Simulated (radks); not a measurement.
Task: Spherical quantum dot in the effective-mass picture: electrons in a parabolic well V = omega^2 r^2 / 2 with omega = 3.96, with a point charge +1 (a donor) at the centre, all in effective atomic units (hartree* = m*/eps^2 hartree, bohr* = eps/m* bohr), one dielectric constant everywhere. Method: non-relativistic Kohn-Sham, LDA (Slater exchange, Perdew-Wang correlation), spin-polarised, spherical densities; computed with a radial shooting solver with Libxc functionals. Levels are named by radial order and angular momentum (1s, 1p, 1d, 2s, ...), and open shells are averaged over m. Results are scaled to m* = 0.504 and eps = 4.6, for which hartree* = 648.1 meV and bohr* = 0.483 nm. At N = 20 the configuration is 1s2 1p6 1d10 2s2. Does electron 21 go into 1f up or 2p up?

Result: Into 1f up. The total energies of the other choices lie higher by 202 meV (2p up).
